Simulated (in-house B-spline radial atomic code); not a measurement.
Results of a calculation; reference values are marked as such.
Weak and strong correlation along the adiabatic connection

Two-electron singlets in several external potentials (atomic units), by full CI in B-splines with partial waves to l = 8 (correlation energies up to 0.6 % small). The repulsion is scaled by λ at fixed density; W(λ) is the mean repulsion less the Hartree energy, W(0) = E_x, and the area under W from 0 to 1 is E_xc.

One system gave this curve:

| λ | W (hartree) |
| --- | --- |
| 0 | -1.2465 |
| 0.02 | -1.2484 |
| 0.05 | -1.2513 |
| 0.12 | -1.258 |
| 0.25 | -1.2699 |
| 0.4 | -1.283 |
| 0.6 | -1.2993 |
| 0.8 | -1.3145 |
| 1 | -1.3287 |
| 1.4 | -1.3543 |
| 2 | -1.387 |
| 3 | -1.4301 |
| 4.5 | -1.4767 |
| 7 | -1.5273 |
| 10 | -1.5655 |

(1) Which system is it?
A. −V exp(−r²/w²), V = 27.6, w = 1.02
B. −V exp(−r²/w²), V = 14.5, w = 1.75
C. ω²r²/2 − Z/r, ω = 0.753, Z = 1
D. −Z exp(−kr)/r, Z = 8.89, k = 3.69

Results:

(1) B. The exchange energy sets the size: −V exp(−r²/w²), V = 14.5, w = 1.75: E_x = -1.25, E_c = -0.0436; −Z exp(−kr)/r, Z = 8.89, k = 3.69: E_x = -4.66, E_c = -0.0467; −V exp(−r²/w²), V = 27.6, w = 1.02: E_x = -1.91, E_c = -0.0451; ω²r²/2 − Z/r, ω = 0.753, Z = 1: E_x = -0.84, E_c = -0.0391 hartree.
